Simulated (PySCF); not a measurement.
## YBr: from constants to spectrum

RHF-CCSD(T) constants of YBr, ¹Σ⁺ (singlet), closed shell (PySCF, scalar-relativistic core potentials, basis sets Y def2-TZVPP with ECP28, Br def2-TZVPP; masses 88.9058 and 78.9183 u):

| Quantity | Value |
| --- | --- |
| ωe | 264.5 cm⁻¹ |
| ωexe | 0.598 cm⁻¹ |
| Be | 0.060994 cm⁻¹ |
| αe | 0.000193 cm⁻¹ |
| De to Y (4d1 5s2) + Br | 4.81 eV |

**Question.** What force constant and bond length do these constants imply?

**Answer.** Reduced mass μred = 41.807 u; k = 5.8918×10⁻⁷·μred·ωe² (u, cm⁻¹, mdyn/Å) = 1.72 mdyn/Å; Re = √(16.8576/(μred·Be)) (u, cm⁻¹, Å) = 2.571 Å.

**Question.** Estimate the centrifugal constant D from the Kratzer relation and find the Dunham coefficient a1.

**Answer.** D = 4Be³/ωe² = 1.3e-08 cm⁻¹; a1 = −1 − αeωe/(6Be²) = -3.29.

Correlated steps freeze 9 core orbitals. Spin–orbit coupling is left out, which matters for elements this heavy, above all for dissociation energies. Where the molecule has an RHF reference, its open-shell atoms are computed with UHF.
